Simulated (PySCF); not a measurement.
**Working out the ionisation energy of Ge⁺**

Ge⁺ [Ar] 3d10 4s2 4p1 (2P) → Ge²⁺ [Ar] 3d10 4s2 (1S). Computed with PySCF 2.14 in aug-cc-pwCVDZ-PP with ECP10MDF (6s5p4d1f, 48 functions), with a scalar-relativistic core potential. Frozen: nothing. Energies in hartree (1 hartree = 27.21139 eV):

```tsv
part	Ge⁺ (lower)	Ge²⁺ (upper)
UHF	-293.069816	-292.510115
MP2 opposite-spin	-0.285562	-0.279824
MP2 same-spin	-0.138977	-0.133929
```

Question: What does Hartree-Fock give?

Answer: (-292.510115) − (-293.069816) = 0.559701 hartree = 15.230 eV.

Question: What do MP2 and SCS-MP2 (6/5 opposite-spin, 1/3 same-spin) give?

Answer: The opposite-spin parts differ by 0.156 eV and the same-spin parts by 0.137 eV. MP2: 15.230 + (0.156) + (0.137) = 15.523 eV. SCS-MP2: 15.230 + 1.2 × (0.156) + (0.137)/3 = 15.463 eV.

Measured between the centres of the two terms (NIST): 15.789 eV, so MP2 (valence and next inner shell) is off by -0.266 eV.

A double-zeta basis recovers only part of the correlation energy.

What remains against the reference includes basis incompleteness and correlation beyond second order.
